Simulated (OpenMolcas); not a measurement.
## Ne3+: effect of the basis set

```
Program             : OpenMolcas 26.06
Method              : SS-CASPT2, IPEA 0.25 Eh, imaginary shift 0.1 Eh (closed shells correlated: 1s)
Active space        : 5 electrons in 8 orbitals (2s 2p 3s 3p)
State averaging     : 2S+1 = 4 odd, 1 root; 2S+1 = 2 odd, 8 roots; 2S+1 = 4 even, 3 roots; 2S+1 = 2 even, 6 roots
Spin-orbit coupling : state interaction with AMFI integrals over the reference wave functions, term energies averaged over their components
```

A. ANO-RCC-VTZP [4s3p2d1f], DKH2, point nucleus; CASPT2 step about 7 core-seconds
B. ANO-R2 [4s4p2d1f], X2C, finite nucleus; CASPT2 step of the order of 9 core-seconds
C. ANO-RCC-VQZP [5s4p3d2f1g], DKH2, point nucleus; CASPT2 step about 9 core-seconds
D. ANO-RCC [8s7p4d3f2g], DKH2, point nucleus; CASPT2 step roughly 19 core-seconds

Energies in cm⁻¹ above 2s² 2p³ ⁴S°_3/2, the measured ground level; measured values from Moore, Atomic Energy Levels, vol. I, NSRDS-NBS 35 (1971 reprint of NBS Circular 467, 1949).

| Level | A | B | C | D | Measured |
| --- | --- | --- | --- | --- | --- |
| 2s² 2p³ ⁴S°_3/2 | 0.0 | 0.0 | 0.0 | 0.0 | 0.0 |
| 2s² 2p³ ²D°_3/2 | 42380 | 42460 | 41900 | 41760 |  |
| 2s² 2p³ ²D°_5/2 | 42420 | 42500 | 41940 | 41800 |  |
| 2s² 2p³ ²P°_1/2 | 63400 | 63540 | 62900 | 62760 |  |
| 2s² 2p³ ²P°_3/2 | 63440 | 63580 | 62940 | 62790 |  |
| 2s 2p⁴ ⁴P_5/2 | 184360 | 184300 | 184300 | 184390 | 183860 |
| 2s 2p⁴ ⁴P_3/2 | 184900 | 184830 | 184840 | 184930 | 184477 |
| 2s 2p⁴ ⁴P_1/2 | 185220 | 185140 | 185150 | 185250 | 184799 |
| 2s 2p⁴ ²D_3/2 | 256200 | 255980 | 255380 | 255300 |  |
| 2s 2p⁴ ²D_5/2 | 256210 | 255990 | 255390 | 255310 |  |

Deviations, from unrounded energies. A percentage is the sum of absolute deviations over the sum of measured energies, with the sign that they share, or ± where signs differ.

```tsv
Against measurement	Levels	A	B	C	D
mean absolute deviation (cm-1)	3	450	380	380	480
other configurations (%)	3	+0.2	+0.2	+0.2	+0.3
```

B, C lie about equally close to measurement and D furthest from it. The largest miss of B in the table is 2s 2p⁴ ⁴P_5/2, by +440 cm-1. The ranking rests on the paired levels alone, and a cruder setting can come out closer through cancelling errors.

The two smallest mean deviations differ by little beside CASPT2's spread within terms, so their order carries little weight.

Among A to D the level of the table that moves most is 2s 2p⁴ ²D_5/2, by 900 cm-1 (lowest in D, highest in A). Moves below CASPT2's spread within the term are not significant.

CASPT2 breaks the degeneracy within a term, and the mean is taken; among the terms shown or strongly mixed into the levels shown the widest spread is 130 cm-1 (2s 2p⁴ ²D, B). Active for correlation alone: 3p 3s; no level in the range computed is led by a configuration that fills them, so any true level of that kind is missing. Measured partners are found by configuration, term and J. A level has none where our copy of the source lacks it or the pairing is in doubt (some pairs that miss far off the trend of their configuration count as doubtful), and it then counts in no deviation. Only configurations of the active space appear. Levels that lie high or do not pair safely by name in every column are left out.

° marks odd parity.
